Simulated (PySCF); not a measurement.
# One molecule, several mistakes: AlB2CH6

Calculated results; nothing here was measured. The program is PySCF 2.14.0, an open-source quantum chemistry code, run on an isolated molecule that a program drew, which may never have been made. The molecule is AlB2CH6 (charge 0, doublet), drawn as the SMILES string `BC[B][AlH2]`.

Each row is a Hartree-Fock (HF) and frozen-core CCSD(T) single point in the cc-pV(D+d)Z basis, meant for a local HF minimum. Run 1 is clean. Each other run has one planted mistake out of seven kinds, and not every kind appears here: one electron removed, one electron added, multiplicity raised by two, geometry at a saddle point, minimal basis STO-3G, one bond length entered in bohr, all coordinates scaled. The reference is restricted for singlets and unrestricted otherwise, and also for a bond in bohr. Adding or removing an electron swaps singlet and doublet. Electrons count all cores. HOMO and LUMO are orbital energies over both spins, the gradient is its largest component, and the lowest frequency (negative if imaginary) is given only where the gradient is small. Bond lengths are over the 9 bonds as drawn. T1 is the CCSD diagnostic: over 0.02 (restricted) or 0.045 (unrestricted) a single reference is doubtful.

Geometry of the clean run:
```xyz
10
AlB2CH6, angstrom
B    -1.9074    1.6628    0.0137
C    -0.6059    2.5385    0.0699
B     0.4506    1.4070    0.2161
Al    1.6586   -0.2531    0.4035
H    -2.3052    1.2350   -1.0357
H    -2.4700    1.3478    1.0270
H    -0.5166    3.2015    0.9370
H    -0.3748    3.1046   -0.8387
H     2.0192   -0.7782    1.8502
H     2.2391   -0.9289   -0.9022
```

```
run  electrons  basis functions  <S^2>  HOMO (eV)  LUMO (eV)  gradient (hartree/bohr)  lowest frequency (cm^-1)  mean bond (Å)  longest bond (Å)      T1  HF (hartree)  CCSD(T) (hartree)                     mistake
  1         35               95  0.761      -7.63       0.69                  1.5e-05                        65         1.4378             2.062  0.0170    -332.56468         -332.98812                    no fault
  2         35               30  0.767      -4.97       6.61                  4.1e-02                         -         1.4378             2.062  0.0173    -328.53289         -328.72969        minimal basis STO-3G
  3         34               95  0.000     -16.44      -5.87                  6.3e-02                         -         1.4378             2.062  0.0162    -332.31871         -332.72570        one electron removed
  4         35               95  0.764      -7.55       0.60                  4.6e-02                         -         1.5715             2.253  0.0187    -332.50863         -332.94144      all coordinates scaled
  5         35               95  3.761      -8.23      -1.14                  1.6e-02                         -         1.4378             2.062  0.0277    -332.45460         -332.86286  multiplicity raised by two
  6         36               95  0.000      -0.69       6.38                  2.8e-02                         -         1.4378             2.062  0.0194    -332.55740         -333.02633                           ?
```

**Which mistake was planted in run 6, and what did it cost?**

It counts 36 electrons, one more than the clean run, at the same geometry and basis. So the mistake is: one electron added. Subtracting run 1 and multiplying by 627.51 kcal/mol a hartree, the energy moved by 4.6 kcal/mol in HF and -24.0 kcal/mol in CCSD(T).

